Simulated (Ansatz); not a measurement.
CH3BBrF, SMILES `BC(F)Br`. Total charge 0; spin multiplicity 1. The geometry is a stationary point of PBE0-D4/def2-TZVP.

```xyz
7

B     0.474   -0.206   -0.699
C    -0.046    0.228    0.692
F    -0.189    1.514    1.010
Br   -1.738   -0.476   -0.237
H     0.909   -1.309   -0.813
H     0.567    0.625   -1.546
H     0.023   -0.377    1.594
```

Task: What is the dipole moment at B3LYP/def2-TZVPP? (Best estimate.)

Result: Computed: 1.28 D, with components (0.12, -0.72, 1.06) D in this frame, pointing from negative to positive charge.

Task: And with PBE, r2SCAN, ωB97M-V? (Estimate.)

Result: Computed: PBE 1.26 D, r2SCAN 1.28 D, ωB97M-V 1.29 D.

Task: Give the Mulliken charges with B3LYP, PBE, ωB97M-V in def2-TZVPP. (Estimate.)

Result: The calculation gave: 
```tsv
atom	B3LYP	PBE	ωB97M-V
B1	-0.25	-0.26	-0.37
C2	0.21	0.18	0.17
F3	-0.17	-0.12	-0.16
Br4	-0.05	-0.02	-0.02
H5	0.05	0.04	0.09
H6	0.05	0.04	0.10
H7	0.16	0.15	0.17
```

B3LYP here is the variant with VWN-RPA as its local correlation; programs differ in this.
